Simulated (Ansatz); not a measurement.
`CO[SiH2]B(O)F` and `O[SiH2]B(O)F` differ in one atom or group.

Ansatz, PBE0-D4/def2-TZVP geometries, multiplicity 1. Each molecule was computed in one conformer, which needn't be the lowest.

```tsv
property	`CO[SiH2]B(O)F`
HOMO–LUMO gap (PBE0/def2-TZVPP) / eV	7.88
HOMO–LUMO gap (PBE/def2-TZVPP) / eV	5.46
LUMO energy (ωB97M-V/def2-TZVPP) / eV	1.52
HOMO–LUMO gap (B3LYP/def2-TZVPP) / eV	7.48
HOMO–LUMO gap (ωB97M-V/def2-TZVPP) / eV	12.07
HOMO energy (B3LYP/def2-TZVPP) / eV	-8.16
```

What does the change do to each property? (Best estimate.)

The calculation gave: 
```tsv
property	`O[SiH2]B(O)F`	shift
HOMO–LUMO gap (PBE0/def2-TZVPP) / eV	7.68	-0.20
HOMO–LUMO gap (PBE/def2-TZVPP) / eV	5.31	-0.15
LUMO energy (ωB97M-V/def2-TZVPP) / eV	1.45	-0.07
HOMO–LUMO gap (B3LYP/def2-TZVPP) / eV	7.27	-0.21
HOMO–LUMO gap (ωB97M-V/def2-TZVPP) / eV	11.89	-0.18
HOMO energy (B3LYP/def2-TZVPP) / eV	-8.02	0.14
```

With PBE0 the HOMO rises by 0.15 eV and the LUMO falls by 0.06 eV, so the gap narrows by about 0.21 eV. PBE moves the HOMO by 0.09 eV and ωB97M-V by 0.11 eV.

B3LYP here is the variant with VWN-RPA as its local correlation; programs differ in this.
